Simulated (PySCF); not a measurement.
C₂H₇FSi₂, SMILES F/C=C\[SiH2][SiH3].

Geometry: B3LYP-D3(BJ)/def2-SVP. The structure was generated by enumeration; whether it is a known compound was not checked. Other conformers were not sampled.

The numbers are results of B3LYP-D3(BJ)/def2-SVP (PySCF), not measurements.

Frequencies are harmonic and unscaled.

Computed normal modes with their intensities:
| mode | ν (cm⁻¹) | IR (km/mol) | Raman (Å⁴/amu) | depolarisation | moving atoms (share of kinetic energy) |
|---|---|---|---|---|---|
| 1 | 27 | 0.9 | 2.0 | 0.68 | F 41 %, Si 29 %, H 21 %, C 9 % |
| 2 | 89 | 0.0 | 0.5 | 0.53 | H 76 %, F 10 %, Si 10 % |
| 3 | 110 | 0.6 | 2.2 | 0.69 | H 38 %, Si 29 %, C 25 %, F 8 % |
| 4 | 166 | 4.0 | 1.1 | 0.59 | F 39 %, Si 32 %, H 16 %, C 13 % |
| 5 | 351 | 14.1 | 2.7 | 0.74 | H 83 %, C 11 % |
| 6 | 372 | 20.5 | 5.3 | 0.48 | H 44 %, C 41 %, Si 11 % |
| 7 | 421 | 5.6 | 21.8 | 0.24 | Si 68 %, H 27 % |
| 8 | 523 | 11.2 | 6.4 | 0.72 | H 65 %, Si 20 %, C 10 % |
| 9 | 565 | 7.3 | 4.6 | 0.67 | H 64 %, Si 18 %, C 13 % |
| 10 | 623 | 3.7 | 5.8 | 0.51 | C 43 %, Si 32 %, H 21 % |
| 11 | 682 | 10.2 | 9.3 | 0.74 | H 68 %, C 18 %, Si 9 % |
| 12 | 759 | 10.9 | 5.9 | 0.59 | H 77 %, C 18 % |
| 13 | 790 | 241.6 | 7.6 | 0.56 | H 79 %, C 14 % |
| 14 | 813 | 146.0 | 11.6 | 0.74 | H 50 %, C 34 %, Si 8 %, F 8 % |
| 15 | 888 | 106.4 | 6.0 | 0.72 | H 87 %, Si 11 % |
| 16 | 937 | 13.5 | 40.0 | 0.75 | H 96 % |
| 17 | 943 | 35.2 | 26.3 | 0.75 | H 97 % |
| 18 | 952 | 53.3 | 3.8 | 0.75 | H 86 %, C 12 % |
| 19 | 954 | 50.6 | 0.9 | 0.65 | H 85 %, C 13 % |
| 20 | 1031 | 69.7 | 7.1 | 0.28 | H 54 %, F 24 %, C 22 % |
| 21 | 1224 | 43.8 | 8.2 | 0.67 | H 53 %, C 30 %, F 17 % |
| 22 | 1361 | 0.2 | 4.2 | 0.69 | H 74 %, C 25 % |
| 23 | 1693 | 134.2 | 38.5 | 0.14 | C 93 % |
| 24 | 2202 | 91.8 | 102.0 | 0.24 | H 98 % |
| 25 | 2208 | 1.1 | 252.9 | 0.36 | H 97 % |
| 26 | 2214 | 97.9 | 268.1 | 0.08 | H 97 % |
| 27 | 2215 | 104.5 | 114.2 | 0.72 | H 96 % |
| 28 | 2224 | 153.6 | 20.6 | 0.63 | H 96 % |
| 29 | 3172 | 2.3 | 79.1 | 0.74 | H 92 % |
| 30 | 3194 | 9.1 | 176.6 | 0.17 | H 91 %, C 9 % |
